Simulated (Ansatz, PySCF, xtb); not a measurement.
Dissociation curve of GeBe, lowest singlet found (which spin is the ground state isn't settled by this scan).

- GFN1-xTB (xtb)
- RKS-B3LYP/6-31G* = restricted B3LYP/6-31G*, spherical d in PySCF
- RKS-LDA (SVWN5)/6-31G* = PySCF with restricted LDA (SVWN5)/6-31G*, spherical d
- FCI = full CI/aug-cc-pVDZ, cores with 3d frozen run with Ansatz (a quantum-chemistry and plane-wave program)

Energies relative to the lowest point of each curve between 1.80 and 2.55 Å, where full CI is lowest, in kcal/mol; the last columns give the difference from FCI:

```json
[
 {"R / Å": "1.55", "GFN1-xTB": "169.5", "RKS-B3LYP/6-31G*": "90.9", "RKS-LDA (SVWN5)/6-31G*": "86.8", "FCI": "101.3", "GFN1-xTB − FCI": "68.2", "RKS-B3LYP/6-31G* − FCI": "-10.4", "RKS-LDA (SVWN5)/6-31G* − FCI": "-14.5"},
 {"R / Å": "1.69", "GFN1-xTB": "63.1", "RKS-B3LYP/6-31G*": "44.4", "RKS-LDA (SVWN5)/6-31G*": "41.6", "FCI": "51.4", "GFN1-xTB − FCI": "11.7", "RKS-B3LYP/6-31G* − FCI": "-7.0", "RKS-LDA (SVWN5)/6-31G* − FCI": "-9.8"},
 {"R / Å": "1.80", "GFN1-xTB": "24.5", "RKS-B3LYP/6-31G*": "22.5", "RKS-LDA (SVWN5)/6-31G*": "20.6", "FCI": "27.4", "GFN1-xTB − FCI": "-2.9", "RKS-B3LYP/6-31G* − FCI": "-4.9", "RKS-LDA (SVWN5)/6-31G* − FCI": "-6.8"},
 {"R / Å": "1.88", "GFN1-xTB": "10.2", "RKS-B3LYP/6-31G*": "12.4", "RKS-LDA (SVWN5)/6-31G*": "10.9", "FCI": "16.0", "GFN1-xTB − FCI": "-5.7", "RKS-B3LYP/6-31G* − FCI": "-3.6", "RKS-LDA (SVWN5)/6-31G* − FCI": "-5.1"},
 {"R / Å": "1.96", "GFN1-xTB": "3.0", "RKS-B3LYP/6-31G*": "5.8", "RKS-LDA (SVWN5)/6-31G*": "4.8", "FCI": "8.3", "GFN1-xTB − FCI": "-5.3", "RKS-B3LYP/6-31G* − FCI": "-2.4", "RKS-LDA (SVWN5)/6-31G* − FCI": "-3.5"},
 {"R / Å": "2.06", "GFN1-xTB": "0.0", "RKS-B3LYP/6-31G*": "1.4", "RKS-LDA (SVWN5)/6-31G*": "0.8", "FCI": "2.7", "GFN1-xTB − FCI": "-2.7", "RKS-B3LYP/6-31G* − FCI": "-1.3", "RKS-LDA (SVWN5)/6-31G* − FCI": "-1.9"},
 {"R / Å": "2.10", "GFN1-xTB": "0.0", "RKS-B3LYP/6-31G*": "0.5", "RKS-LDA (SVWN5)/6-31G*": "0.1", "FCI": "1.4", "GFN1-xTB − FCI": "-1.4", "RKS-B3LYP/6-31G* − FCI": "-0.9", "RKS-LDA (SVWN5)/6-31G* − FCI": "-1.3"},
 {"R / Å": "2.20", "GFN1-xTB": "2.0", "RKS-B3LYP/6-31G*": "0.0", "RKS-LDA (SVWN5)/6-31G*": "0.0", "FCI": "0.0", "GFN1-xTB − FCI": "2.0", "RKS-B3LYP/6-31G* − FCI": "0.0", "RKS-LDA (SVWN5)/6-31G* − FCI": "0.0"},
 {"R / Å": "2.27", "GFN1-xTB": "4.4", "RKS-B3LYP/6-31G*": "0.7", "RKS-LDA (SVWN5)/6-31G*": "1.0", "FCI": "0.2", "GFN1-xTB − FCI": "4.2", "RKS-B3LYP/6-31G* − FCI": "0.5", "RKS-LDA (SVWN5)/6-31G* − FCI": "0.8"},
 {"R / Å": "2.33", "GFN1-xTB": "6.8", "RKS-B3LYP/6-31G*": "1.8", "RKS-LDA (SVWN5)/6-31G*": "2.4", "FCI": "0.9", "GFN1-xTB − FCI": "5.9", "RKS-B3LYP/6-31G* − FCI": "0.8", "RKS-LDA (SVWN5)/6-31G* − FCI": "1.5"},
 {"R / Å": "2.46", "GFN1-xTB": "12.5", "RKS-B3LYP/6-31G*": "5.1", "RKS-LDA (SVWN5)/6-31G*": "6.4", "FCI": "3.7", "GFN1-xTB − FCI": "8.9", "RKS-B3LYP/6-31G* − FCI": "1.5", "RKS-LDA (SVWN5)/6-31G* − FCI": "2.8"},
 {"R / Å": "2.55", "GFN1-xTB": "16.5", "RKS-B3LYP/6-31G*": "7.9", "RKS-LDA (SVWN5)/6-31G*": "9.8", "FCI": "6.2", "GFN1-xTB − FCI": "10.4", "RKS-B3LYP/6-31G* − FCI": "1.8", "RKS-LDA (SVWN5)/6-31G* − FCI": "3.6"}
]
```

GFN1-xTB is furthest from FCI at 1.55 (68.2 kcal/mol, above); its mean absolute difference over the points is 10.8 kcal/mol.

RKS-B3LYP/6-31G* is furthest from FCI at 1.55 (-10.4 kcal/mol, below); its mean absolute difference over the points is 2.9 kcal/mol.

RKS-LDA (SVWN5)/6-31G* is furthest from FCI at 1.55 (-14.5 kcal/mol, below); its mean absolute difference over the points is 4.3 kcal/mol.

The scan ran from 1.55 to 7.36 Å; beyond the distances shown full CI changes its symmetry label. The restricted form behind RKS-B3LYP/6-31G*, RKS-LDA (SVWN5)/6-31G* keeps the bonding electrons paired and can't separate into open-shell fragments. Also computed but left out beside FCI, since their determinant holds another spin at the minimum (<S²> over 0.7 above the pure value): UHF, UMP2, UCCSD, UCCSD(T), UKS-PBE0, UKS-BLYP, UKS-PBE, UKS-B3LYP/6-31G*, UHF/6-31G*, UHF/3-21G, UKS-LDA (SVWN5)/6-31G*.
